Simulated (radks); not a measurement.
Ionisation of the rubidium ion Rb2+, [Ar] 3d10 4s2 4p5, to [Ar] 3d10 4s2 4p4 as the strength of local exchange is varied. Calculated with a radial shooting solver on a logarithmic mesh with Libxc functionals: non-relativistic Kohn-Sham, Slater X-alpha exchange (alpha = 2/3 is LDA exchange), no correlation, spin-polarised, spherical densities, point nucleus; open shells are filled with parallel spins first (spin-orbit coupling, left out, can overturn this in heavy ions); relativity is left out, which matters for an element this heavy.

| alpha | E(Rb2+) (hartree) | exchange (hartree) | IE (eV) | -e of the level emptied (eV) | <r> of it (bohr) |
|---|---|---|---|---|---|
| 0.58 | -2919.96681 | -79.62530 | 36.365 | 30.376 (4p) | 1.678 |
| 0.615 | -2924.77546 | -84.55944 | 36.929 | 30.934 (4p) | 1.669 |
| 0.618 | -2925.18797 | -84.98305 | 36.977 | 30.982 (4p) | 1.668 |
| 0.667 | -2931.93331 | -91.91724 | 37.775 | 31.771 (4p) | 1.655 |
| 0.687 | -2934.69065 | -94.75577 | 38.103 | 32.097 (4p) | 1.650 |
| 0.742 | -2942.28570 | -102.58641 | 39.012 | 32.999 (4p) | 1.637 |

NIST Atomic Spectra Database: 39.247 eV (semi-empirical). The central value is not met in this range of alpha. Relativity is left out here, which matters for elements this heavy. Open shells are spherical and high-spin; term and fine-structure splittings are not resolved.
